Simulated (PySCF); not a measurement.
HOP, SMILES P=O.

The structure is a stationary point at TPSSh-D3(BJ)/def2-TZVPD.

The numbers are results of PySCF with ωB97X/def2-TZVPD, not measurements.

Symmetry labels are those of the subgroup Cs that the program uses (full group Cs).

Computed valence orbital energies around the gap with their symmetry:
```csv
orbital,symmetry,energy (eV)
HOMO−7,A',-132.59
HOMO−6,A',-132.46
HOMO−5,A',-30.86
HOMO−4,A',-19.23
HOMO−3,A',-14.66
HOMO−2,A',-13.29
HOMO−1,A",-13.29
HOMO,A',-10.01
LUMO,A",-1.08
LUMO+1,A',1.95
LUMO+2,A',2.30
LUMO+3,A',3.40
```
